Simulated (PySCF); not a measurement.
Species: C3H2BF3.
Numbering: `[BH2:1][C:2]#[C:3][C:4]([F:5])([F:6])[F:7]` (hydrogens: H8, H9 on B1)

Level of theory: PySCF 2.14.0, PBE0-D3(BJ)/def2-SVP geometry optimisation, gas phase.

Question: Give the optimised bond lengths and angles.

Answer: 
```csv
bond,length (pm),order
B1–C2,151.3,single
C2≡C3,121.9,triple
C3–C4,147.0,single
"C4–F5, C4–F6, C4–F7",133.1,single
"B1–H8, B1–H9",120.5,single
```

Bonds in one row agree within 1 pm and their mean is given. Orders are formal, as drawn. A selection of angles:
```csv
angle,degrees
C2–B1–H8,119.6
H8–B1–H9,120.8
B1–C2–C3,179.6
C2–C3–C4,179.4
C3–C4–F5,111.7
C3–C4–F7,110.3
F5–C4–F6,107.7
```

The 2 C–C bonds span 1.219 Å (C2≡C3, drawn triple) to 1.470 Å (C3–C4, drawn single), a spread of 0.251 Å. B1 (three-coordinate boron) is planar (angles 120.8°, 119.6° and 119.5°, sum 360.0°, 0.00 Å off the plane of its three neighbours). All 3 C–F bonds measure 1.331 Å.

Point group: near Cs, missed by 0.30 Å at most; the miss may be what the optimiser left on a soft mode. PBE0-D3(BJ)/def2-SVP frequencies: not computed here.

The run took 46 s wall on an Arm Neoverse N1 with one thread, on a shared host, and the process peaked at 0.43 GiB of memory. That covers the optimisation of the geometry.
